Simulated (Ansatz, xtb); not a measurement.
Relaxing a trial structure of H6O2Si2+

The starting geometry of this gas-phase doublet was built from a drawn formula by distance geometry and a force field; its bonds are those of `[O][SiH2][SiH2][OH2+]`.

```yaml
atoms:
  - { symbol: O, position_ang: [0.0888, 0.9551, 0.1521] }
  - { symbol: O, position_ang: [0.9090, -1.1578, -2.8207] }
  - { symbol: Si, position_ang: [1.5233, -0.0152, 0.1325] }
  - { symbol: Si, position_ang: [1.2616, -1.7238, -1.2491] }
  - { symbol: H, position_ang: [1.8632, -0.4885, 1.4871] }
  - { symbol: H, position_ang: [2.6748, 0.8068, -0.3366] }
  - { symbol: H, position_ang: [0.1209, -2.5622, -0.7987] }
  - { symbol: H, position_ang: [2.4811, -2.5547, -1.2717] }
  - { symbol: H, position_ang: [0.0203, -0.7263, -2.7752] }
  - { symbol: H, position_ang: [0.7768, -1.9857, -3.4064] }
```

Q: Predict what becomes of its bonds when it is optimised with r2SCAN-D4/def2-SVP.

A: It rearranges to `[OH2+][SiH2]O[SiH2]`. Contacts that open: Si3–Si4 (2.21 → 3.28 Å). Contacts that close: O1–Si4 (3.24 → 1.60 Å).

The energy falls by 3.41 eV over 48 steps:

| step | E − E(last) (eV) |
| --- | --- |
| 1 | 3.406 |
| 6 | 1.981 |
| 11 | 0.466 |
| 17 | 0.040 |
| 22 | 0.033 |
| 27 | 0.030 |
| 32 | 0.026 |
| 38 | 0.015 |
| 43 | 0.001 |
| 48 | 0.000 |

Final geometry (Å):

| atom | x (Å) | y (Å) | z (Å) |
| --- | --- | --- | --- |
| O | 1.5447 | -0.7636 | -0.4002 |
| O | 0.4323 | -1.3394 | -2.8554 |
| Si | 2.3528 | 0.2797 | 0.6966 |
| Si | 1.0233 | -2.0308 | -1.2220 |
| H | 1.5484 | 0.2790 | 1.9505 |
| H | 2.3941 | 1.6049 | 0.0170 |
| H | -0.2596 | -2.6001 | -0.7785 |
| H | 2.0602 | -2.9272 | -1.7605 |
| H | -0.4146 | -0.8639 | -2.9546 |
| H | 1.0380 | -1.0910 | -3.5798 |

From the same start GFN2-xTB ends elsewhere, differing in O1–Si4 (3.72 against 1.60 Å here), O1–H9 (1.25 against 3.22 Å here).

No frequencies were run, so the end isn't proven a minimum. Open shells are spin-unrestricted. Run with Ansatz 0.2.0, 2.5 min on 2 threads of Intel(R) Xeon(R) 6975P-C (Granite Rapids), with other jobs on the host.
